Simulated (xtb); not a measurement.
A run for xtb: GFN2-xTB on GaCl+, 2S+1 = 2, a spin state set in the input, which need not be the lowest, a point of a bond scan (R = 1.995 Å). Charge +1.

```
$ xtb mol.xyz --gfn 2 --sp --chrg 1 --uhf 1
2

Cl     0.00000000     0.00000000     0.00000000
Ga     0.00000000     0.00000000     1.99469400
```

### Question
Give the final energy of this run.

### Answer
-5.3050 hartree.
